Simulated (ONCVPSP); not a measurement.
Sr (Z = 38): ONCV pseudisation with PBE, scalar-relativistic reference atom.

Input for ONCVPSP 4.0.1:

```
# ATOM AND REFERENCE CONFIGURATION
# atsym  z   nc   nv     iexc    psfile
  Sr 38.00    8    1        4      upf
#
#   n    l    f
    1    0    2.00
    2    0    2.00
    2    1    6.00
    3    0    2.00
    3    1    6.00
    3    2   10.00
    4    0    2.00
    4    1    6.00
    5    0    2.00
#
# PSEUDOPOTENTIAL AND OPTIMIZATION
# lmax
    2
#
#   l,   rc,      ep,       ncon, nbas, qcut
    0    3.70    0.00    3    6    2.00
    1    2.95    0.24    4    9    3.30
    2    3.70    0.10    4    7    3.00
#
# LOCAL POTENTIAL
# lloc, lpopt,  rc(5),   dvloc0
    4    1    2.45    0.00
#
# VANDERBILT-KLEINMAN-BYLANDER PROJECTORs
# l, nproj, debl
    0    2    2.10
    1    1    2.00
    2    2    2.90
#
# MODEL CORE CHARGE
# icmod, fcfact, rcfact
    3    3.25    1.60
#
# LOG DERIVATIVE ANALYSIS
# epsh1, epsh2, depsh
   -2.00    5.00    0.02
#
# OUTPUT GRID
# rlmax, drl
    6.00    0.01
#
# TEST CONFIGURATIONS
# ncnf
    4
# nvcnf
#   n    l    f
    1
    5    0    1.00
#
    1
    5    0    1.50
#
    2
    5    0    1.00
    5    1    1.00
#
    2
    5    0    0.00
    4    2    1.00
#
```

Command:

```bash
oncvpsp.x < Sr.dat > Sr.out
```

Resulting log (shortened: citation, most of the input echo, consistency checks and plot data are left out):

```
ONCVPSP  (Optimized Norm-Conservinng Vanderbilt PSeudopotential)
scalar-relativistic version 4.0.1

#   n    l    f        energy (Ha)
    1    0    2.00    -5.8568928E+02
    2    0    2.00    -7.9306058E+01
    2    1    6.00    -7.0466507E+01
    3    0    2.00    -1.2266173E+01
    3    1    6.00    -9.4134686E+00
    3    2   10.00    -4.7044724E+00
    4    0    2.00    -1.5030625E+00
    4    1    6.00    -8.3869822E-01
    5    0    2.00    -1.2958662E-01

Reference configufation results
  iterations    20
  all-electron total energy (Ha)   -3.17949285D+03

Begin loop to  construct optimized pseudo wave functions
and semi-local pseudopoentials for all angular momenta

   Wellstate for l =  0  n =  8
     eigenvalue =   1.9704
     asymptotic potential =   2.4704
     half-point radius =  6.2931

Calculating optimized projector #   1

 for l=   0

    Fraction of norm inside rc  0.379526
    Optimizing pswf for qcut=   2.00 a_B^-1,  ecut=   1.99 Ha
    Residual kinetic energy error=  7.57D-05 Ha

    Energy error per electron        Cutoff
         Ha          eV             Ha
         0.01000     0.27211        0.70
         0.00100     0.02721        1.37
         0.00010     0.00272        1.92
         0.00001     0.00027        5.78

Calculating optimized projector #   2

 for l=   0

    Fraction of norm inside rc  0.234813
    Optimizing pswf for qcut=   2.00 a_B^-1,  ecut=   1.99 Ha
    Residual kinetic energy error=  2.26D-01 Ha

    Energy error per electron        Cutoff
         Ha          eV             Ha
         0.01000     0.27211        8.13
         0.00100     0.02721       12.44
         0.00010     0.00272       23.04
         0.00001     0.00027       51.28

   Wellstate for l =  1  n =  6
     eigenvalue =   0.2400
     asymptotic potential =   0.7400
     half-point radius = 10.2986

Calculating optimized projector #   1

 for l=   1

    Fraction of norm inside rc  0.102069
    Optimizing pswf for qcut=   3.30 a_B^-1,  ecut=   5.44 Ha
    Residual kinetic energy error=  3.15D-04 Ha

    Energy error per electron        Cutoff
         Ha          eV             Ha
         0.01000     0.27211        1.03
         0.00100     0.02721        4.48
         0.00010     0.00272       17.91
         0.00001     0.00027       31.41

WARNING wellstate: localized bound state found for n= 4 l= 2
WARNING this state with energy -0.04709153
WARNING will be used for the first projector

   Wellstate for l =  2  n =  8
     eigenvalue =   2.8529
     asymptotic potential =   3.3529
     half-point radius =  5.9480

Calculating optimized projector #   1

 for l=   2

    Fraction of norm inside rc  0.622936
    Optimizing pswf for qcut=   3.00 a_B^-1,  ecut=   4.50 Ha
    Residual kinetic energy error=  8.33D-04 Ha

    Energy error per electron        Cutoff
         Ha          eV             Ha
         0.01000     0.27211        3.32
         0.00100     0.02721        4.41
         0.00010     0.00272       10.85
         0.00001     0.00027       14.04

Calculating optimized projector #   2

 for l=   2

    Fraction of norm inside rc  0.253517
    Optimizing pswf for qcut=   3.00 a_B^-1,  ecut=   4.50 Ha
    Residual kinetic energy error=  1.18D-01 Ha

    Energy error per electron        Cutoff
         Ha          eV             Ha
         0.01000     0.27211       15.62
         0.00100     0.02721       18.73
         0.00010     0.00272       26.30
         0.00001     0.00027       42.59

Construct Vanderbilt / Kleinmman-Bylander projectors

B matrix Hermiticity error, ll=   0
   1   2    3.6114E-05

  Orthonormal projector coefficients  3.2966E+00  5.5874E-01

B matrix Hermiticity error, ll=   2
   1   2   -7.1122E-05

  Orthonormal projector coefficients  2.9261E+00 -3.2207E-01

Model core correction analysis
  based on d2Exc/dn_idn_j

d2excae - all-electron derivatives

   -2.721334D-02

d2excps - pseudofunction derivatives with no core correction

   -3.057730D-02

rms 2nd derivative error    3.363959E-03

rmatch, rhocmatch    2.8882    0.0551

Teter function model core charge with specified parameters

d2excps - pseudofunction derivatives with core correction

   -2.366127D-02

rms 2nd derivative error    3.552072E-03

Pseudoatom total energy   -0.629156

Diagnostic tests using Vanderbilt-Kleinman-Bylander pseudopotentials
  1 or more projectors used as specified by nproj input data

   l    rcore       rmatch      e in        delta e   norm test  slope test

   0   3.7132138   3.8259550  -0.1295866   0.0000043   1.0000209   1.0005452
   0   3.7132138   3.8259550   1.9704134   0.0002696   1.0001166   1.0001166

   1   2.9581943   3.0480115   0.2400000   0.0000020   1.0000027   1.0000027

   2   3.7132138   3.8259550  -0.0470915   0.0000000   0.9999662   0.9999661
run_diag: lschvkbbe ERROR   2   5   2  60  2.85290847E+00  3.18819932E+00
   2   3.7132138   3.8259550   2.8529085   0.3352908   1.4371065   3.7201459

 Testing for bound ghosts
   n   l    E NL Schr. Eq   E Basis Diag.   E Cutoff

   1   0       -0.129582       -0.128924      9.06

   2   1       -0.050187       -0.030284     34.24

   3   2       -0.047091       -0.046142     18.69

 Testing for highly-localized positive-energy ghosts
       l    <radius>/rc     E Basis Diag.   E Cutoff

       0        0.692336        1.721376      9.06  WARNING - GHOST(+)

       1        0.812500        0.548519     34.24  WARNING - GHOST(+)

       2        0.642658        3.092037     18.69  WARNING - GHOST(+)

Test configuration 0

   n   l     f        eae           eps        diff
   1   0  2.0000 -585.68928267
   2   0  2.0000  -79.30605834
   2   1  6.0000  -70.46650741
   3   0  2.0000  -12.26617313
   3   1  6.0000   -9.41346860
   3   2 10.0000   -4.70447241
   4   0  2.0000   -1.50306254
   4   1  6.0000   -0.83869822
   5   0  2.0000   -0.12958662   -0.12958234    4.28D-06

    Total energies and differences
      AE_ref= -3.17949285D+03  AE_tst= -3.17949285D+03  dif=  0.00D+00
      PS_ref= -6.29155530D-01  PS_tst= -6.29155530D-01  dif= -9.99D-16
      PSP excitation error=  9.99D-16

Test configuration 1

   n   l     f        eae           eps        diff
   1   0  2.0000 -585.92572356
   2   0  2.0000  -79.54203432
   2   1  6.0000  -70.70250960
   3   0  2.0000  -12.50169746
   3   1  6.0000   -9.64896397
   3   2 10.0000   -4.93992021
   4   0  2.0000   -1.73573789
   4   1  6.0000   -1.06992142
   5   0  1.0000   -0.30679261   -0.31148168   -4.69D-03

    Total energies and differences
      AE_ref= -3.17949285D+03  AE_tst= -3.17927657D+03  dif=  2.16D-01
      PS_ref= -6.29155530D-01  PS_tst= -4.10889701D-01  dif=  2.18D-01
      PSP excitation error= -1.98D-03

Test configuration 2

   n   l     f        eae           eps        diff
   1   0  2.0000 -585.80116947
   2   0  2.0000  -79.41776390
   2   1  6.0000  -70.57822329
   3   0  2.0000  -12.37770295
   3   1  6.0000   -9.52498716
   3   2 10.0000   -4.81597225
   4   0  2.0000   -1.61349421
   4   1  6.0000   -0.94857998
   5   0  1.5000   -0.21536477   -0.21713312   -1.77D-03

    Total energies and differences
      AE_ref= -3.17949285D+03  AE_tst= -3.17940689D+03  dif=  8.60D-02
      PS_ref= -6.29155530D-01  PS_tst= -5.42799262D-01  dif=  8.64D-02
      PSP excitation error= -3.94D-04

Test configuration 3

   n   l     f        eae           eps        diff
   1   0  2.0000 -585.73898845
   2   0  2.0000  -79.35576002
   2   1  6.0000  -70.51616158
   3   0  2.0000  -12.31586684
   3   1  6.0000   -9.46313869
   3   2 10.0000   -4.75411860
   4   0  2.0000   -1.55170364
   4   1  6.0000   -0.88632070
   5   0  1.0000   -0.15363416   -0.15356412    7.00D-05
   5   1  1.0000   -0.06708631   -0.06888221   -1.80D-03

    Total energies and differences
      AE_ref= -3.17949285D+03  AE_tst= -3.17940836D+03  dif=  8.45D-02
      PS_ref= -6.29155530D-01  PS_tst= -5.47091879D-01  dif=  8.21D-02
      PSP excitation error=  2.43D-03

Test configuration 4

   n   l     f        eae           eps        diff
   1   0  2.0000 -585.85335433
   2   0  2.0000  -79.46328253
   2   1  6.0000  -70.62426484
   3   0  2.0000  -12.42394210
   3   1  6.0000   -9.57115197
   3   2 10.0000   -4.86157352
   4   0  2.0000   -1.66021595
   4   1  6.0000   -0.99956011
   4   2  1.0000   -0.20459020   -0.21585024   -1.13D-02

    Total energies and differences
      AE_ref= -3.17949285D+03  AE_tst= -3.17921175D+03  dif=  2.81D-01
      PS_ref= -6.29155530D-01  PS_tst= -3.46828405D-01  dif=  2.82D-01
      PSP excitation error= -1.22D-03
```

The run took about 4.2 s on one core of a shared server CPU.
